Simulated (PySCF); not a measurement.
Isomers of C5H6N2O2. Method: PBE0-D3(BJ)/def2-SVP geometry optimisation, gas phase in PySCF 2.14.0. Energies are electronic, without zero-point or thermal terms, for one conformer each. No frequencies were run at this level. Point groups hold within 0.08 Å.

Question: Rank from lowest to highest electronic energy at this level (kJ/mol).
A. `[CH3:1][C:2](=[O:3])[c:4]1[n:5][o:6][c:7]([CH3:8])[n:9]1` with C1–C2–C4–N5 180°
B. `[CH3:1][n:2]1[n:3][c:4]([OH:5])[cH:6][cH:7][c:8]1=[O:9]` with N3–C4–O5–H 0°

Answer: B (0.0), A (80.3).

As drawn, the lower has an N–N linkage and an O–H bond, which the higher lacks; the higher has an N–O linkage, which the lower lacks.

```csv
SMILES,E (Eh),E rel (kJ/mol),dipole (D),point group,"A, B, C (MHz)"
Cn1nc(O)ccc1=O,-453.25512,0.0,2.83,Cs,"3208, 1458, 1009"
CC(=O)c1noc(C)n1,-453.22454,80.3,4.78,near Cs,"4215, 1102, 883.3"
```

Q: How do the relative energies change in single points at PBE0/pcSseg-1 (no added dispersion term) on the same geometries?

A: 
```tsv
SMILES	PBE0-D3(BJ)/def2-SVP (kJ/mol)	PBE0/pcSseg-1 (kJ/mol)	shift
Cn1nc(O)ccc1=O	0.0	0.0	0.0
CC(=O)c1noc(C)n1	80.3	65.8	-14.5
```

Each column counts from its own lowest isomer. The order is unchanged; the largest shift is 14.5 kJ/mol.
